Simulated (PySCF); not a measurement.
An excited-state job on `Fc1ccc(Br)cc1`.

Method: TDDFT wB97X-D/def2-SVPD, vertical, gas phase, core orbitals frozen in the response (PySCF 2.14.0, density-fitted response routines). Geometry: GFN2-xTB. The input is one job of a driver script: a line of settings, then coordinates in Å.

Input:
```
{"job": {"kind": "uv", "xc": "wB97X-D", "basis": "def2-SVPD", "nstates": 8, "ntriplets": 3}, "charge": 0, "multiplicity": 1}
F     -2.749023    -0.156346    -0.046650
C     -1.405639    -0.080079    -0.024934
C     -0.667296    -1.250764    -0.009157
C      0.713071    -1.170071     0.013006
C      1.320442     0.075179     0.018853
Br     3.219563     0.182074     0.047745
C      0.575920     1.243548     0.003495
C     -0.804735     1.166853    -0.018078
H     -1.170835    -2.204105    -0.014461
H      1.312280    -2.066920     0.025804
H      1.069804     2.202675     0.008505
H     -1.412353     2.057270    -0.030156
```

Task: Give the output.

Result: 
```
coarse grid: 53600 points
cycle   1  E = -2904.3903853299  dE =  5.929e-01  |g| = 5.047e-01  |ddm| = 8.938e+00
cycle   2  E = -2904.4003813510  dE = -9.996e-03  |g| = 5.244e-01  |ddm| = 3.836e+00
cycle   3  E = -2904.4475873597  dE = -4.721e-02  |g| = 5.927e-02  |ddm| = 1.116e+00
cycle   4  E = -2904.4482455676  dE = -6.582e-04  |g| = 2.315e-02  |ddm| = 2.250e-01
cycle   5  E = -2904.4483649582  dE = -1.194e-04  |g| = 7.856e-03  |ddm| = 1.181e-01
cycle   6  E = -2904.4483813344  dE = -1.638e-05  |g| = 1.233e-03  |ddm| = 3.044e-02
cycle   7  E = -2904.4483820183  dE = -6.839e-07  |g| = 7.994e-04  |ddm| = 6.741e-03
final grid: 113416 points
cycle   8  E = -2904.4481845058  dE = -1.333e-06  |g| = 1.067e-03  |ddm| = 2.264e-02
cycle   9  E = -2904.4481844229  dE =  8.284e-08  |g| = 1.216e-03  |ddm| = 5.981e-03
cycle  10  E = -2904.4481848056  dE = -3.827e-07  |g| = 1.241e-04  |ddm| = 3.527e-03
cycle  11  E = -2904.4481848089  dE = -3.362e-09  |g| = 4.096e-05  |ddm| = 4.582e-04
cycle  12  E = -2904.4481848095  dE = -5.602e-10  |g| = 1.041e-05  |ddm| = 2.897e-04
converged SCF energy = -2904.4481848095

Static polarisability (au): isotropic 89.143, principal 55.806 89.604 122.019

Singlet excitations
state   eV       nm        f      main configurations
  1   5.2544    236.0   0.01448   H->L 0.77, H-1->L+1 0.21
  2   5.7127    217.0   0.00014   H->L+2 0.85
  3   5.9751    207.5   0.12393   H->L+1 0.81, H-1->L 0.17
  4   6.6768    185.7   0.00279   H-2->L+2 0.89
  5   6.9586    178.2   0.58940   H-1->L 0.77, H->L+1 0.16
  6   6.9742    177.8   0.26728   H-1->L+1 0.67, H->L 0.21
  7   7.1796    172.7   0.00000   H-2->L+1 0.96
  8   7.2087    172.0   0.00377   H-2->L 0.97

Triplet excitations (Tamm-Dancoff, eV): 4.1466 4.4940 4.8605
```

The SCF starts on a coarse grid where the log names one; the energy can jump when the final grid takes over, and dE then counts from the start density on the new grid. H and L stand for HOMO and LUMO; the number after each pair is its weight.

Task: Which computed singlet has the largest oscillator strength, and what do all of them sum to?

Result: State 5 at 6.96 eV (178 nm), f = 0.589; the 8 states sum to 1.002.

In short: HOMO -8.91 eV, LUMO 0.78 eV; lowest singlet 5.25 eV; lowest triplet 4.15 eV (Tamm–Dancoff); mean polarisability 89.1 au.

 Relativistic effects, spin–orbit coupling among them, are left out although an element past zinc is present.

Task: How long does this job take on an x86-64 server with one thread, shared host?

Result: About 38 s.
Labels such as C1 count atoms from 1, the log's own numbers from 0.

The pairwise dispersion term of wB97X-D wasn't added to the energies; at a given geometry it leaves orbitals and properties as they are.
